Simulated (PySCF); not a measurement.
## Working out the ionisation energy of Co

Co [Ar] 3d7 4s2 (4F) → Co⁺ [Ar] 3d8 (3F). Calculation: PySCF 2.14, in x2c-SVPall (5s3p3d1f, 36 functions); scalar relativity by spin-free X2C-1e. Frozen: [Ar]. Energies in hartree (1 hartree = 27.21139 eV):

```csv
part,Co (lower),Co⁺ (upper)
UHF,-1391.640181,-1391.337194
MP2 opposite-spin,-0.092798,-0.115406
MP2 same-spin,-0.056327,-0.073137
```

**Question.** What does Hartree-Fock give?

**Answer.** (-1391.337194) − (-1391.640181) = 0.302987 hartree = 8.245 eV.

**Question.** What do MP2 and SCS-MP2 (6/5 opposite-spin, 1/3 same-spin) give?

**Answer.** The opposite-spin parts differ by -0.615 eV and the same-spin parts by -0.457 eV. MP2: 8.245 + (-0.615) + (-0.457) = 7.173 eV. SCS-MP2: 8.245 + 1.2 × (-0.615) + (-0.457)/3 = 7.355 eV.

Measured between the centres of the two terms (NIST): 7.869 eV, so MP2 (valence) is off by -0.696 eV.

A double-zeta basis recovers only part of the correlation energy.

What remains against the reference includes basis incompleteness, the frozen core and correlation beyond second order.
